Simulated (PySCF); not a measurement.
Species: C6H9F2Si (charge +1).
SMILES with atom numbers: `[F:1][CH:2]([F:3])[C@@H:4]1[CH2:5][CH:6]=[CH:7][CH2:8][SiH+:9]1`

Structure used (GFN2-xTB), in Å, numbered top down from 1:
```
atom  x, y, z in Å
F1     1.1687    0.5774   -1.5616
C2     1.9316    0.1629   -0.5222
F3     2.7318    1.2108   -0.2214
C4     1.0414   -0.1311    0.6922
C5     0.1788   -1.3936    0.4815
C6    -0.9535   -1.2522   -0.4976
C7    -1.7322   -0.1991   -0.6808
C8    -1.6777    1.1379    0.0430
Si9   -0.0263    1.4376    0.8954
H10    2.5519   -0.6797   -0.8538
H11    1.7241   -0.3075    1.5308
H12    0.8305   -2.2033    0.1492
H13   -0.2364   -1.7007    1.4460
H14   -1.1566   -2.1394   -1.0781
H15   -2.5271   -0.2556   -1.4084
H16   -1.8836    1.9313   -0.6866
H17   -2.5134    1.1793    0.7529
H18    0.5392    2.6312    1.5079
```

Probes without a nucleus sit at each ring's centroid and 1 Å off its mean plane on both sides; NICS is minus the shielding there, NICSzz its component along the normal. Level: GIAO PBE0/pcSseg-1 (PySCF, non-relativistic, gas phase) on the GFN2-xTB geometry, one conformer.

Ring bond lengths (Å), with Mayer bond orders in brackets: C4–C5 1.543 (1.00), C5–C6 1.504 (1.03), C6–C7 1.322 (1.97), C7–C8 1.521 (1.04), C8–Si9 1.882 (1.00), Si9–C4 1.908 (0.91).

**Question.** Give the NICS values of each ring in ppm.

**Answer.** 
| ring | type | NICS(0) | NICS(1), two faces | NICS(1)zz, two faces | rms pucker (Å) | centre to ring atoms, mean (Å) |
| --- | --- | --- | --- | --- | --- | --- |
| C4–C5–C6–C7–C8–Si9 | 6-membered ring with Si; formal bonds 1 double, 5 single | 2.9 | 0.5 / -0.5 | 3.1 / -2.2 | 0.17 | 1.58 |

**Question.** What can be read from them?

**Answer.** 
- C4–C5–C6–C7–C8–Si9: mean NICS(1)zz 0.4 ppm, near zero. C4, C5, C8 have four or more neighbours, and the NICS criterion for π rings isn't applied. The two faces differ by 5.3 ppm, so no symmetry operation interchanges them.

**Question.** What field does 14.1 T along the ring normal induce along that normal at the first NICS(1) probe listed for ring C4–C5–C6–C7–C8–Si9, 1 Å off the ring?

**Answer.** NICSzz × B0 = 3.1 ppm × 14.1 T = 44 μT, along the applied field.

**Question.** What are the shieldings of the ring atoms and their hydrogens in the same run (means over atoms taken as equivalent)?

**Answer.** 
```tsv
atoms	environment	σ isotropic (ppm)	principal values of the symmetric part, first atom (ppm)
C4	sp3 carbon bound to silicon	132.5	91.4, 137.3, 168.9
C5	allylic carbon	162.1	149.3, 166.6, 170.4
C6	alkene CH carbon	50.3	-63.7, 47.9, 166.8
C7	alkene CH carbon	59.2	-56.7, 76.6, 157.8
C8	sp3 carbon bound to silicon	147.7	113.5, 157.6, 171.9
Si9	silicon bonded to 2 C and H	-86.7	-430.3, -140.6, 310.9
H11	methine hydrogen	28.40	24.1, 28.6, 32.6
H12	methylene hydrogen	28.42	23.6, 27.3, 34.3
H13	methylene hydrogen	28.58	24.0, 26.5, 35.2
H14	vinylic hydrogen	24.98	22.6, 25.3, 27.0
H15	vinylic hydrogen	25.16	21.8, 25.8, 27.8
H16	methylene hydrogen	28.04	24.0, 26.5, 33.7
H17	methylene hydrogen	28.30	23.5, 26.3, 35.2
H18	Si–H hydrogen	21.92	20.5, 21.5, 23.8
```

The list is cut; further classes of hydrogen are left out.
